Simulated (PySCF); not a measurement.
C2H10O2Si2, SMILES OC[SiH]([SiH3])CO.

Geometry optimised at r2SCAN-D4/def2-SVP. The structure was generated by enumeration, and PubChem lists no compound with its InChIKey, so it may never have been made. Other conformers were not sampled.

Level of theory: TDA-PBE/def2-SVPD in PySCF.

Vertical excitations. 

Estimate the UV-visible absorptions. (An estimate is asked for; the answer gives what the named calculation found.)


```json
[
 {"state": "S1", "energy (eV)": "5.05", "λ (nm)": "245", "f": "0.007", "main pairs": "HOMO→LUMO 95 %"},
 {"state": "S2", "energy (eV)": "5.14", "λ (nm)": "241", "f": "0.001", "main pairs": "HOMO→LUMO+1 96 %"},
 {"state": "S3", "energy (eV)": "5.45", "λ (nm)": "228", "f": "0.032", "main pairs": "HOMO→LUMO+2 96 %"},
 {"state": "S4", "energy (eV)": "5.69", "λ (nm)": "218", "f": "0.015", "main pairs": "HOMO−1→LUMO 94 %"},
 {"state": "S5", "energy (eV)": "5.81", "λ (nm)": "213", "f": "0.006", "main pairs": "HOMO−1→LUMO+1 98 %"},
 {"state": "S6", "energy (eV)": "5.94", "λ (nm)": "209", "f": "0.005", "main pairs": "HOMO→LUMO+3 97 %"},
 {"state": "T1", "energy (eV)": "4.81", "λ (nm)": "258", "f": "0", "main pairs": "HOMO→LUMO 99 %"},
 {"state": "T2", "energy (eV)": "5.06", "λ (nm)": "245", "f": "0", "main pairs": "HOMO→LUMO+1 97 %"}
]
```
Triplets are in the Tamm–Dancoff approximation.
